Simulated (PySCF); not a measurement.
Computed shifts of a molecule C5H4O2, KT2/pcSseg-1 (PySCF), GIAO, gas phase, equivalent atoms averaged, in ppm (number of nuclei): ¹³C: 203.9 (1), 161.3 (1), 130.9 (2), 109.1 (1). ¹H: 7.10 (2), 7.09 (2). References: ¹³C against TMS (σ = 185.1 ppm); ¹⁷O against H2O (σ = 330.4 ppm); ¹H against TMS (σ = 31.47 ppm), references at their B3LYP-D3(BJ)/def2-TZVP geometries, non-relativistic. The structure is a stationary point at TPSSh-D3(BJ)/def2-SVP. The values are those of a single conformer.

### Question
Pick the molecule that these values belong to.
A) C=C=C1OC=CO1
B) C#CC1OC(=C)O1
C) C#CC1OC=CO1
D) C#CC1=COCO1

### Answer
A, C=C=C1OC=CO1
